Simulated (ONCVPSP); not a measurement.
# Configuration tests for europium (ONCV)

| Quantity | Value |
| --- | --- |
| Element | Eu |
| Generator | ONCVPSP 4.0.1 |
| Type | optimised norm-conserving Vanderbilt (ONCV) |
| Functional | PBE |
| Relativity | fully relativistic |
| Frozen core | [Kr] 4d10 4f6 |
| Valence charge | 11 |
| Reference configuration | 5s2 5p6 5d1 6s1.5 (charge +0.5) |
| Partial waves | 5s+6s: rc 2.10 bohr, ncon 4, nbas 7, qcut 4.3 1/bohr, 2 projectors; 5p: rc 2.50 bohr, ncon 4, nbas 8, qcut 4.4 1/bohr, 2 projectors, debl 3.4 Ha; 5d: rc 2.80 bohr, ncon 4, nbas 8, qcut 5 1/bohr, 2 projectors, debl 1.5 Ha |
| Local potential | polynomial inside 1.45 bohr (lpopt 5, dvloc0 6 Ha) |
| Core correction | Teter function fitted to the true core (icmod 2), fcfact 0.35 |

Open shells are filled in proportion to 2j + 1.

Energies are relative to the spin-unpolarised reference configuration 5s2 5p6 5d1 6s1.5; without spin polarisation the order of configurations can differ from experiment.

```
valence configuration  charge  ΔE all-electron (eV)  error AE − PS (meV)
      5s2 5p6 5d1 6s2       0                -2.639                 +0.3
      5s2 5p6 5d1 6s1      +1                 3.911                 +0.8
      5s1 5p6 5d1 6s2      +1                51.043                 -408
```

Q: What are ΔE and the potential's error for 5s2 5p6 5d1 6s0?

A: ΔE = 15.845 eV all-electron; the error (AE − PS) is +12 meV.

Levels in the configuration 5s2 5p6 5d1 6s1:

```
   level  all-electron (eV)  pseudo (eV)
5s j=1/2            -54.417      -54.447
5p j=3/2            -31.685      -31.702
5p j=1/2            -35.743      -35.763
5d j=5/2             -8.337       -8.339
5d j=3/2             -8.637       -8.639
6s j=1/2             -9.145       -9.141
```
